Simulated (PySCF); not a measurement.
CH6Cl2OSi2, SMILES C[Si](Cl)(Cl)[SiH2]O.

Geometry optimised at PBE0-D3(BJ)/def2-SVP. The structure was generated by enumeration, and PubChem lists no compound with its InChIKey, so it may never have been made. The values are those of a single conformer.

Two levels are set side by side: TDDFT-PBE/def2-SVPD (PySCF) and TDDFT-M06-2X/def2-SVPD (PySCF). Vertical, same geometry. The lowest singlet is HOMO→LUMO 98 % with PBE and HOMO→LUMO 92 % with the other functional; states are paired by order. Differences are taken from unrounded values.

| quantity | TDDFT-PBE |
|---|---|
| lowest singlet excitation (eV) | 5.29 |
| lowest triplet excitation (TDA) (eV) | 4.77 |
| first bright state (f over 0.05) (eV) | 6.88 |
| its oscillator strength | 0.10 |

### Question
These are the TDDFT-PBE values. What does TDDFT-M06-2X give? (The exact figures need the calculation; the answer reports its results.)

### Answer

```tsv
quantity	TDDFT-M06-2X	TDDFT-PBE minus TDDFT-M06-2X
lowest singlet excitation (eV)	5.97	-0.69
lowest triplet excitation (TDA) (eV)	5.46	-0.70
first bright state (f over 0.05) (eV)	7.70	-0.82
its oscillator strength	0.22	-0.12
```

A lower first singlet is the usual sign of a functional without exact exchange. Differences between two approximate levels are no errors against the true value.

Rough cost on one machine, each run with all the roots and properties that it gave: TDDFT-M06-2X against TDDFT-PBE about 20 times.
